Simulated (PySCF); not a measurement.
Cl4Ti (SMILES [Cl][Ti]([Cl])([Cl])[Cl]), singlet, geometry from GFN2-xTB (such geometries of metal compounds can be far from the true shape). Base run: PySCF with B3LYP/6-31G, polarisability.

PySCF was given this input:
```python
from pyscf import gto, scf, dft
from pyscf.prop import polarizability

mol = gto.Mole()
mol.atom = '''
    Ti   -0.00000000   -0.00000000    0.00000000
    Cl    1.69474202   -0.54021676   -1.13711341
    Cl    0.59515811    0.47002439    1.97024757
    Cl   -0.92758275    1.68243670   -0.87521915
    Cl   -1.36231738   -1.61224433    0.04208500
'''
mol.basis = '6-31g'
mol.verbose = 4
mol.build()

mf = dft.RKS(mol)
mf.xc = 'b3lyp'
mf.kernel()
alpha = mf.Polarizability().polarizability()[2, 2]
print('alpha_zz =', alpha)
```

### Question
The base was run again with changes. Order these runs by alpha_zz (bohr³), lowest first: functional = lda,vwn | functional = hf | basis = STO-3G | basis = cc-pVDZ | functional = camb3lyp | functional = pbe.

### Answer
basis = STO-3G (alpha_zz (bohr³) 33.59), functional = hf (alpha_zz (bohr³) 61.78), functional = camb3lyp (alpha_zz (bohr³) 68.55), functional = pbe (alpha_zz (bohr³) 71.75), functional = lda,vwn (alpha_zz (bohr³) 72.04), basis = cc-pVDZ (alpha_zz (bohr³) 78.64)

Finite-field rows take the second difference of the energy in a field along z; a small field with loose convergence shows SCF noise divided by the square of the field, and a large one adds hyperpolarisability.
